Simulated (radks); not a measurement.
Kr, configuration [Kr]. All-electron calculation, scalar-relativistic Kohn-Sham, Slater X-alpha with alpha = 0.667, spin-unpolarised, spherical densities, finite nucleus; Fermi nuclear charge, rms radius 4.1884 fm. Program: a radial shooting solver on a logarithmic mesh with Libxc functionals.

Normalised radial functions P(r) = r R(r), r in bohr:

```
   r/bohr * 3s, o 3d, + 4p (the largest magnitude, 1.54, reaches the edge; | marks zero, & curves that meet)
 0.006105                             &    *
 0.008013                             &     *
  0.01052                             &      *
   0.0137                             &       *
  0.01798                             o+       *
   0.0236                             o+      *
  0.03073                             o+     *
  0.04033                             |o+  *
  0.05294                             *o +
  0.06893                        *    | o +
  0.09048                  *          |   &
   0.1188              *              |   +  o
   0.1546                *            | +       o
    0.203                         *  +|              o
   0.2664                         +   |        *          o
   0.3469                       +     |                    * o
   0.4554                       +     |                      o   *
   0.5977                           + |                   o   *
   0.7845                             |   +          &
    1.022                             |      * &
    1.341                             | *  o       +
     1.76                             * o          +
    2.292                             &          +
    3.008                             &      +
    3.948                             &   +
    5.141                             &+
    6.749                             &
```

3s: eigenvalue -261.37 eV, 2 radial nodes at r = 0.0534, 0.224 bohr, <r> = 0.532 bohr, 90 % of the charge inside 0.791 bohr. 3d: eigenvalue -80.054 eV, 0 radial nodes, <r> = 0.557 bohr, 90 % of the charge inside 0.913 bohr. 4p: eigenvalue -8.133 eV, 2 radial nodes at r = 0.194, 0.672 bohr, <r> = 1.96 bohr, 90 % of the charge inside 3.05 bohr.
